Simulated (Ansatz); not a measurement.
Mulliken charges of Br2H4HfN2 (`[NH2][Hf]([NH2])([Br])[Br]`) from ωB97M-V/def2-TZVPP in Ansatz (PBE0-D4/def2-TZVP geometry).

```
atom   x (Å)   y (Å)   z (Å)  charge (e)
  N1   1.391   0.913  -0.279      -0.378
 Hf2  -0.503   0.260  -0.336       0.759
  N3  -0.527  -1.357   0.854      -0.371
 Br4  -1.101  -0.437  -2.680      -0.259
 Br5  -2.043   2.007   0.623      -0.259
  H6   2.116   0.660  -0.937       0.127
  H7   1.749   1.614   0.356       0.127
  H8   0.261  -1.736   1.358       0.131
  H9  -1.344  -1.923   1.041       0.121
```

Question: By hand: the dipole of these point charges (1 e Å = 4.8032 D).

Answer: Σ q r = (0.465, -0.222, 0.296) e Å, of length 0.594 e Å = 2.85 D.

Question: How does the dipole of the full density compare? (An estimate is asked.)

Answer: Ansatz gave: (0.553, -0.246, 0.339) e Å, 3.33 D; the point charges give 0.86 times that, at 1° from its direction.

Point charges leave out the atoms' own dipoles, such as those of lone pairs, and Mulliken's split depends on the basis, so the close match here is no proof of good charges.
